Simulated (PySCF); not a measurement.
Zn(SH) (HSZn), SMILES [Zn][SH] (connectivity only; charge and spin as stated), neutral, multiplicity 2. Atoms are numbered in the order given.

```xyz
3

Zn     0.0015     0.8276     0.0000
S     -0.0817    -1.4557     0.0000
H      1.2619    -1.5384     0.0000
```
Charge 0, spin multiplicity 2.

The structure is a stationary point at B3LYP-D3(BJ)/def2-TZVP. The multiplicity is an assumed one; other spin states were not compared. The isomer is the one that the SMILES or the coordinates give; other isomers of the formula were not compared.

Method: B3LYP-D3(BJ)/def2-TZVP (PySCF 2.14.0).

Frequencies are harmonic and unscaled.

| mode | ν (cm⁻¹) | IR (km/mol) | moving atoms (share of kinetic energy) |
|---|---|---|---|
| 1 | 301 | 16.0 | S 64 %, Zn 34 % |
| 2 | 572 | 11.2 | H 95 % |
| 3 | 2657 | 1.6 | H 97 % |
